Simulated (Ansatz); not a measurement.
A nudged elastic band was laid between two geometries of ClF3H2NTa + H2 (10 atoms, charge 0, multiplicity 1).

Level of theory: Ansatz, RKS r2SCAN-D4/def2-SVP.

| Item | Value |
| --- | --- |
| movable images | 9 |
| climbing image | yes |
| spring | 5.0 eV/Å² |
| optimiser | quadratic models (default) |
| start path | through a guess of the saddle point |
| force threshold | 0.03 eV/Å |
| iteration limit | 53 |
| end points | relaxed |

Initial state:

```xyz
10
Properties=species:S:1:pos:R:3
Ta -0.006 0.301 0.099
Cl 2.289 0.604 0.218
F -0.288 0.581 1.948
F -0.014 0.175 -1.788
N -1.046 1.932 -0.152
H -1.422 2.486 0.616
H -1.308 2.298 -1.066
F -0.906 -1.346 0.211
H 1.221 -2.789 0.915
H 1.910 -2.475 0.946
```

Final state:

```xyz
10
Properties=species:S:1:pos:R:3
Ta -0.775 -0.426 0.200
Cl 3.274 0.488 0.313
F -0.937 -0.238 2.069
F -0.312 -0.710 -1.605
N -0.521 1.499 0.000
H -0.658 2.173 0.752
H -0.353 1.958 -0.894
F -2.401 -1.365 0.049
H 0.774 -1.218 0.568
H 2.341 -0.396 0.492
```

**Question.** What changes between the two ends?

**Answer.** Bonds broken: Ta1–Cl2, H9–H10. Bonds formed: Ta1–H9, Cl2–H10. ClF3H2NTa + H2 becomes ClH + F3H3NTa.

**Question.** Give the energies along the band, and the barrier.

**Answer.** The run converged. The highest image is number 8 of 0 to 10, 156.2 kJ/mol above the first end and 8.3 kJ/mol above the last; the last end lies 147.9 kJ/mol above the first. A vibrational analysis at the climbing image gives one clearly imaginary mode, 75i cm⁻¹: a first-order saddle point. The orbitals stay closed-shell, which can raise the energy where a bond breaks towards radicals; this wasn't checked here.

| image | path coordinate (Å) | energy (kJ/mol) | Ta1–Cl2 (Å) | H9–H10 (Å) | Ta1–H9 (Å) |
| --- | --- | --- | --- | --- | --- |
| 0 | 0.00 | 0.0 | 2.32 | 0.76 | 3.42 |
| 1 | 0.53 | 0.7 | 2.33 | 0.76 | 3.12 |
| 2 | 1.06 | 3.2 | 2.34 | 0.76 | 2.77 |
| 3 | 1.59 | 7.1 | 2.35 | 0.76 | 2.57 |
| 4 | 2.12 | 18.4 | 2.37 | 0.77 | 2.48 |
| 5 | 2.65 | 43.3 | 2.41 | 0.77 | 2.33 |
| 6 | 3.19 | 89.5 | 2.54 | 0.81 | 2.12 |
| 7 | 3.72 | 143.6 | 2.83 | 1.01 | 1.92 |
| 8 | 4.25 | 156.2 | 3.25 | 1.37 | 1.83 |
| 9 | 4.84 | 151.2 | 3.75 | 1.56 | 1.79 |
| 10 | 5.43 | 147.9 | 4.15 | 1.77 | 1.78 |

**Question.** What is the geometry of the highest image?

**Answer.** 
```xyz
10
Properties=species:S:1:pos:R:3
Ta -0.527 -0.410 0.183
Cl 2.535 0.658 0.469
F -0.493 -0.221 2.056
F -0.022 -0.623 -1.618
N -0.712 1.532 -0.045
H -0.607 2.176 0.739
H -0.471 1.996 -0.920
F -2.156 -1.310 0.065
H 0.929 -1.470 0.491
H 1.955 -0.563 0.526
```

**Question.** What are the harmonic wavenumbers there?

**Answer.** 75i, 52, 88, 103, 141, 159, 195, 202, 258, 499, 503, 566, 629, 678, 692, 704, 716, 872, 978, 1484, 1653, 2189, 3528, 3634 cm⁻¹.

Time of the run: 8.9 min on 4 threads of Arm Neoverse V2, on a shared host, peak memory 0.23 GiB.
